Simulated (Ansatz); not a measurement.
Reaction (ligand exchange at a Te–Si bond): `O[SiH]([SiH3])[TeH]` + `N[AsH2]` → `N[AsH][TeH]` + `O[SiH2][SiH3]`

Isolated molecules relaxed with PBE0-D4/def2-TZVP in Ansatz; ΔE leaves out vibrations. CBS: MP2 limit from def2 TZ/QZ plus the TZ coupled-cluster correction, frozen cores. Functionals use def2-TZVPP. def2 core potentials past Kr. For As, Te outer-core shells are correlated without core-valence functions, which leaves a few kJ/mol of doubt a bond. Scalar relativity is left out up to krypton. One conformer a species, not always the lowest.

| level | ΔE (kJ/mol) |
| --- | --- |
| r2SCAN | 4.8 |
| HF/def2-SVP | 4.1 |

Task: What does CCSD(T)/CBS give? (An estimate is asked.)

Result: The calculation gave: +9.9 kJ/mol. The listed levels differ from it by -5.1, -5.8 kJ/mol.

Largest T1 diagnostic among the species: 0.012.

In def2-TZVPP, CCSD(T) changes the Hartree–Fock value by +8.0 kJ/mol (the triples alone add −0.1 kJ/mol) and MP2 by +9.3 kJ/mol. Leaving LDA and LC-ωPBE aside and taking each functional with its dispersion term where it has one, the values, not all of them listed here, spread over 15.2 kJ/mol, from BLYP-D4 to PBE-QIDH. LDA lies +6.7 kJ/mol from PBE without D4. The D4 term adds +3.9 kJ/mol with B3LYP and +2.3 kJ/mol with PBE0; it sums over pairs of atoms, weighted by their polarisabilities, and B3LYP, whose exchange is more repulsive, gets the larger term.

B3LYP here is the variant with VWN-RPA as its local correlation; programs differ in this.
